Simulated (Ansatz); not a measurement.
Geometry optimisation, RKS PBE0-D4/STO-3G in Ansatz.

Input:

```yaml
crystal:
  periodic: [false, false, false]
  atoms:
    - { symbol: O, position_ang: [-1.8675, -0.3819, -0.0336] }
    - { symbol: B, position_ang: [-0.4791, -0.1258, 0.0643] }
    - { symbol: Al, position_ang: [0.2018, 1.7566, 0.5624] }
    - { symbol: C, position_ang: [0.5995, -1.3332, -0.1282] }
    - { symbol: Cl, position_ang: [1.5475, -1.0867, -1.5763] }
    - { symbol: H, position_ang: [-2.1227, -0.1474, -0.9997] }
    - { symbol: H, position_ang: [-0.7611, 2.9628, 0.8058] }
    - { symbol: H, position_ang: [1.844, 2.0097, 0.7295] }
    - { symbol: H, position_ang: [-0.0487, -2.2641, -0.2198] }
    - { symbol: H, position_ang: [1.1695, -1.4412, 0.7986] }
basis:
  gaussian: { orbitals: STO-3G }
hamiltonian:
  xc: pbe0
  dispersion: d4
relax:
  f_tol: 0.02
  max_steps: 40
scf:
  lower_state_search: "off"
output:
  orbitals: {}
```

Launched with:

```bash
$ ansatz run input.yaml --threads 1 --pin off --max-ram 2048MiB --backend cpu --events-out ev --progress --plain --runs-dir out
```

Q: Where does it end, and by what steps?

A: The run converged. Limits of this set-up: minimal basis. After 28 steps the energy has fallen by 2.272 eV; H7 moved furthest, 2.24 Å. Joined: Al3–Cl5 (3.80 → 2.49 Å).

```tsv
step	energy less start (eV)	largest force component (eV/Å)	accepted
0	0.0000	4.383	yes
1	-0.6806	2.103	yes
2	-1.1669	2.781	yes
3	-1.4028	3.962	yes
4	-1.6526	1.283	yes
5	-1.6918	2.182	yes
6	-1.8186	0.406	yes
7	-1.8349	0.109	yes
8	-1.8376	0.076	yes
9	-1.8431	0.081	yes
10	-1.8492	0.213	yes
11	-1.8509	0.323	yes
12	-1.8583	0.367	yes
13	-1.8738	0.189	yes
14	-1.8887	0.221	yes
15	-1.9096	0.422	yes
16	-1.9533	0.448	yes
17	-2.0384	0.524	yes
18	-2.1312	0.589	yes
19	-2.1639	0.553	yes
20	-2.2034	1.142	yes
21	-2.2407	0.262	yes
22	-2.2626	0.163	yes
23	-2.2654	0.231	yes
24	-2.2701	0.091	yes
25	-2.2717	0.038	yes
26	-2.2719	0.026	yes
27	-2.2720	0.026	yes
28	-2.2720	0.013	yes
```

```xyz
10
Properties=species:S:1:pos:R:3
O -1.878 -0.723 0.394
B -0.661 -0.182 0.151
Al 0.366 1.566 0.127
C 0.455 -1.268 -0.293
Cl 1.986 -0.200 -0.545
H -2.531 0.000 0.665
H 0.319 2.447 -1.089
H 0.970 2.101 1.394
H 0.304 -1.776 -1.261
H 0.754 -2.017 0.460
```

Whether the end is a true minimum wasn't checked by a vibrational analysis.

Run time: 63 s on 1 thread of Arm Neoverse V2, with other jobs on the host, peak memory 0.16 GiB.
